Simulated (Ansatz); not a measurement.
Relaxation of AlBrH4O2Si (9 atoms, charge 0, multiplicity 1), to a largest force component of 0.015 eV/Å in at most 40 steps.

Computed with RKS PBE/def2-SVP (Ansatz).

```xyz
9
Properties=species:S:1:pos:R:3:forces:R:3
O 0.471 1.744 -0.204 -2.36 0.89 -1.39
Si 0.653 0.183 -0.786 0.65 0.05 -0.99
Br 1.124 0.251 -2.997 -0.09 -0.04 0.28
O -0.707 -0.723 -0.570 -0.41 -0.28 1.73
Al -0.944 -1.013 1.227 -0.17 0.43 -0.39
H -0.369 2.134 -0.714 2.28 -0.80 1.49
H 1.817 -0.431 -0.073 0.05 0.17 0.06
H -0.231 -2.266 1.916 -0.07 -0.06 -0.22
H -1.725 0.074 2.184 0.12 -0.38 -0.57
```

Task: Where does it end, and by what steps?

Result: The forces met the threshold. The force dipped under the threshold on the way, but the program's further checks kept it going. After 22 steps the energy has fallen by 0.636 eV; O4 moved furthest, 1.25 Å.

```csv
step,energy less start (eV),largest force component (eV/Å),accepted
0,0.0000,2.358,yes
1,-0.2624,1.237,yes
2,-0.3806,0.569,yes
3,-0.4934,0.244,yes
4,-0.5523,0.570,yes
5,-0.5866,0.409,yes
6,-0.6039,0.280,yes
7,-0.6201,0.118,yes
8,-0.6304,0.033,yes
9,-0.6021,0.436,no
10,-0.6330,0.027,yes
11,-0.6347,0.071,yes
12,-0.6354,0.070,yes
13,-0.6354,0.138,no
14,-0.6359,0.018,yes
15,-0.6360,0.025,yes
16,-0.6361,0.018,yes
17,-0.6361,0.017,yes
18,-0.6362,0.014,yes
19,-0.6361,0.043,no
20,-0.6362,0.016,yes
21,-0.6362,0.016,yes
22,-0.6363,0.014,yes
```

```xyz
9
Properties=species:S:1:pos:R:3
O 0.889 2.045 -0.568
Si 0.939 0.390 -0.732
Br 0.151 -0.212 -2.758
O 0.024 -0.395 0.389
Al -1.117 -1.222 1.381
H 0.024 2.465 -0.722
H 2.374 0.017 -0.632
H -0.695 -2.647 1.950
H -2.500 -0.487 1.675
```

Whether the end is a true minimum wasn't checked by a vibrational analysis.

Time of the run: 48 s on 2 threads of Arm Neoverse V2 (shared host), peak memory 0.16 GiB.
